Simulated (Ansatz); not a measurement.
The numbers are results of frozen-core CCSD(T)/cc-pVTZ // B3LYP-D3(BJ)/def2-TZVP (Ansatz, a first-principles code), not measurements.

Ansatz 0.2 input:
```yaml
crystal:
  periodic: [false, false, false]
  atoms:
    - { symbol: N, position_ang: [-1.231219, -0.340884, -0.002879] }
    - { symbol: B, position_ang: [-0.012434, 0.348187, -0.09915] }
    - { symbol: N, position_ang: [1.250768, -0.20628, 0.15855] }
    - { symbol: Br, position_ang: [-0.080067, 2.24161, -0.638085] }
    - { symbol: H, position_ang: [-1.300659, -1.307764, 0.264063] }
    - { symbol: H, position_ang: [-2.111595, 0.099415, -0.197594] }
    - { symbol: H, position_ang: [2.096339, 0.327624, 0.076108] }
    - { symbol: H, position_ang: [1.388869, -1.161906, 0.438987] }
basis:
  gaussian: { orbitals: cc-pVTZ }
correlation:
  method: ccsd_t
```

Output:

```
Functional definition: HF
1122 factors; integrals over basis functions are off by at most 1.1e-3 eV
mean field evaluation 1: about -73700.1407 eV, gradient 4.2e1 eV
mean field evaluation 2: about -73700.2746 eV, gradient 4.2e1 eV
mean field evaluation 4: about -73703.7983 eV, gradient 2.9e0 eV
mean field evaluation 8: about -73703.8341 eV, gradient 2.1e-1 eV
mean field evaluation 16: about -73702.8738 eV, gradient 2.1e1 eV
mean field -73703.83421614 eV, -2708.5659491899 hartree, gradient 2.5e-6 eV, S^2 0.000000; 0 other end points of the search recorded, 0 dependent functions left out
12 core orbitals not correlated
reference -73703.83421614 eV, -2708.5659491899 hartree; 17, 17 occupied and 160, 160 virtual orbitals, 1122 factors
second order -20.44597975 eV of doubles, -0.00000000 eV of singles
cycle   1  -20.65272816 eV  change   -2.1e-1 eV  update   8.2e-2
cycle   2  -21.07712229 eV  change   -4.2e-1 eV  update   2.2e-2
cycle   3  -21.15167738 eV  change   -7.5e-2 eV  update   1.1e-2
cycle   4  -21.14094083 eV  change    1.1e-2 eV  update   2.7e-3
cycle   5  -21.14200887 eV  change   -1.1e-3 eV  update   1.1e-3
cycle   6  -21.14183427 eV  change    1.7e-4 eV  update   2.8e-4
cycle   7  -21.14166654 eV  change    1.7e-4 eV  update   8.0e-5
cycle   8  -21.14167021 eV  change   -3.7e-6 eV  update   3.1e-5
perturbative correction -0.82983650 eV, -0.0304959288 hartree
Total energy: -73725.80572284 eV, -2709.3733871685 hartree
```

Cost: very roughly 2.7 core-minutes.
